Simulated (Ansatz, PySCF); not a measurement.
The pair A = GaH3O (SMILES [OH][GaH2]) (first 5 atoms), B = NH3 (SMILES N); geometry from B3LYP-D3(BJ)/def2-TZVP.
(charge 0, multiplicity 1):
```xyz
9

O     -0.0270     1.1941     1.1896
Ga    -0.0844    -0.0381    -0.0994
H      0.0108     0.8100     2.0890
H     -0.1465     0.5226    -1.5550
H     -0.0685    -1.5546     0.3143
N      0.0855     0.0072     3.8473
H      0.9296     0.2895     4.3326
H     -0.7056     0.3049     4.4069
H      0.0743    -1.0059     3.8119
```

Frozen-core correlation. Filled d and f shells under p-block atoms count as core. CBS: X⁻³ extrapolation of the correlation energy, Hartree–Fock from the larger set. MP2 and its Hartree–Fock in aug-cc-pVTZ are density fitted.

The values were computed with Ansatz (a quantum-chemistry and plane-wave program) with Gaussian orbitals; PySCF for the dispersion terms. Values without a source in brackets are computed.

The monomers are drawn apart, rigid, along the line of their centres of mass. Counterpoise-corrected interaction energies (kcal/mol):

```tsv
level	R = 4.544 Å	R = 5.317 Å
PBE/def2-TZVPPD	-3.9591	-1.7263
PBE-D3(BJ)/def2-TZVPPD	-4.3867	-1.9165
wB97M-V/def2-TZVPPD	-3.8860	-1.6933
MP2/CBS(aug-cc-pVDZ, aug-cc-pVTZ) + ΔCCSD(T)/aug-cc-pVDZ	-3.8381	-1.6674
```

Task: R is the distance of the centres of mass. Find the local exponent m of E ∝ R⁻ᵐ between the two points.

Result: 
m = ln(E₁/E₂)/ln(R₂/R₁): PBE/def2-TZVPPD 5.3; PBE-D3(BJ)/def2-TZVPPD 5.3; wB97M-V/def2-TZVPPD 5.3; MP2/CBS(aug-cc-pVDZ, aug-cc-pVTZ) + ΔCCSD(T)/aug-cc-pVDZ 5.3. For scale, two fixed dipoles give m = 3, dipole and quadrupole 4, quadrupoles 5, and dispersion or dipole-induced dipole 6 at long range; at these distances several terms mix, and what is left of overlap and damping shifts m, so it need not match one of them.
